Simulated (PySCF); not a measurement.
C6H10OS.
Cartesian coordinates in Å at the GFN2-xTB level; atoms count from 1:
```xyz
18
C6H10OS angstrom
C      3.099   -0.397   -0.329
O      1.911    0.370   -0.325
C      1.013    0.123    0.617
S      1.199   -0.997    1.786
C     -0.232    0.947    0.470
C     -1.121    0.317   -0.589
C     -2.610    0.426   -0.463
C     -1.933   -0.891   -0.233
H      3.690   -0.041   -1.168
H      3.642   -0.261    0.610
H      2.867   -1.459   -0.445
H     -0.755    0.972    1.425
H      0.038    1.962    0.168
H     -0.697    0.361   -1.584
H     -3.012    0.948    0.391
H     -3.191    0.556   -1.363
H     -1.864   -1.261    0.778
H     -2.051   -1.670   -0.971
```

Level of theory: TDDFT PBE0/def2-SVPD, vertical, gas phase, core orbitals frozen in the response in PySCF 2.14.0, density-fitted response routines.

Transition dipole moments from the ground state, in atomic units and in the frame of the coordinates above (overall signs are arbitrary), for the states with f of 0.002 or more among the lowest 8:

```json
{"state": "S2", "E (hartree)": "0.2088", "μx": "0.221", "μy": "-0.520", "μz": "0.770"}
{"state": "S3", "E (hartree)": "0.2183", "μx": "-0.137", "μy": "-0.281", "μz": "0.235"}
{"state": "S4", "E (hartree)": "0.2268", "μx": "0.482", "μy": "-0.012", "μz": "-0.431"}
{"state": "S5", "E (hartree)": "0.2299", "μx": "0.402", "μy": "-0.181", "μz": "0.162"}
{"state": "S6", "E (hartree)": "0.2396", "μx": "0.019", "μy": "0.172", "μz": "-0.326"}
{"state": "S7", "E (hartree)": "0.2474", "μx": "-0.273", "μy": "0.119", "μz": "0.023"}
{"state": "S8", "E (hartree)": "0.2517", "μx": "0.174", "μy": "0.015", "μz": "0.056"}
```

Task: What oscillator strength does each state have?

Result: f = (2/3) ΔE |μ|² with ΔE in hartree (27.2114 eV).

```
state  |μ|² (au)  |μ| (D)      f
   S2      0.913     2.43  0.127
   S3      0.153     0.99  0.022
   S4      0.418     1.64  0.063
   S5      0.221     1.19  0.034
   S6      0.136     0.94  0.022
   S7      0.089     0.76  0.015
   S8      0.034     0.47  0.006
```

Task: Which bond between heavy atoms lies closest to the direction of the S2 transition dipole?

Result: C3–S4, at 12° from it; next C7–C8 at 45°.

Task: What angle do the transition dipoles of S3 and S5 make?

Result: |cos θ| = |μa·μb| / (|μa| |μb|) = 0.18, so θ ≈ 79° (taken between 0 and 90°, since the signs are arbitrary).

Task: What peak molar absorption coefficient would the strongest computed level give as a lone Gaussian band 0.5 eV wide at half height?

Result: ε(max) = 2.175×10⁸ f / FWHM, with the width in cm⁻¹. S2: 2.175×10⁸ × 0.1271 / 4033 ≈ 6900 L mol⁻¹ cm⁻¹.

One conformer stands for the species.
